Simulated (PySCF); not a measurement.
Electronic structure of As (arsenic, neutral) at the UHF level

Configuration: [Ar] 3d10 4s1 4p3 4d1, high-spin 6D determinant (an excited configuration). Computed with PySCF 2.14 in aug-cc-pVTZ-DK (7s6p4d2f, 59 functions), with scalar relativity by spin-free X2C-1e.

```
Total energy                                                  : -2258.530572 hartree
One-electron energy                                           : -3140.3901 hartree
Hartree (Coulomb) energy                                      : 964.6477 hartree
Exchange energy                                               : -82.7882 hartree
⟨S²⟩                                                          : 8.7518
⟨L²⟩                                                          : 6.029
Sum of ⟨r⟩                                                    : 26.28 bohr
Sum of ⟨r²⟩                                                   : 52.77 bohr²
Traceless quadrupole moment −½Σ⟨3z² − r²⟩ along its main axis : 5.94 e·bohr²
Langevin diamagnetic susceptibility                           : -41.8 ×10⁻⁶ cm³/mol
```

| shell | electrons | mean orbital energy (eV) | spread (eV) | rms radius, mean of both spins (bohr) |
| --- | --- | --- | --- | --- |
| 1s α | 1 | -11948.9 | 0 | 0.0524 |
| 1s β | 1 | -11948.4 | 0 | 0.0524 |
| 2s α | 1 | -1577.0 | 0 | 0.219 |
| 2s β | 1 | -1576.6 | 0 | 0.219 |
| 2p α | 3 | -1378.8 | 0.005 | 0.196 |
| 2p β | 3 | -1378.4 | 0.027 | 0.196 |
| 3s α | 1 | -230.37 | 0 | 0.639 |
| 3s β | 1 | -229.22 | 0 | 0.639 |
| 3p α | 3 | -166.76 | 0.045 | 0.666 |
| 3p β | 3 | -165.83 | 0.063 | 0.666 |
| 3d α | 5 | -61.361 | 0.179 | 0.747 |
| 3d β | 5 | -60.803 | 0.080 | 0.747 |
| 4s α | 1 | -27.382 | 0 | 2.05 |
| 4p α | 3 | -13.983 | 0.074 | 2.49 |
| 4d α | 1 | -1.257 | 0 | 4.53 |

The outer electron is Rydberg-like, and this basis confines it to a smaller radius and binds it less than a complete one would.

Densities and radii are taken from the X2C orbitals without a picture-change correction, which distorts them close to the nucleus.

Spin-orbit constants ζ (cm⁻¹) from the X2C one-electron operator on these orbitals: bare nucleus, nucleus screened by l(l+1)(2l+1)/3 electrons, and screened by the Breit-Pauli mean field of the electrons.

```csv
shell,bare,screened nucleus,mean field
2p,203200,190900,185300
3p,27740,26060,25140
3d,3202,2232,2069
4p,1669,1568,1501
4d,46.19,32.19,27.38
```

To first order the Landé constant is A = 5.477 cm⁻¹, so the lowest level has J = 1/2 and lies 0.00475 eV below the centre of the term. This holds in LS coupling only.
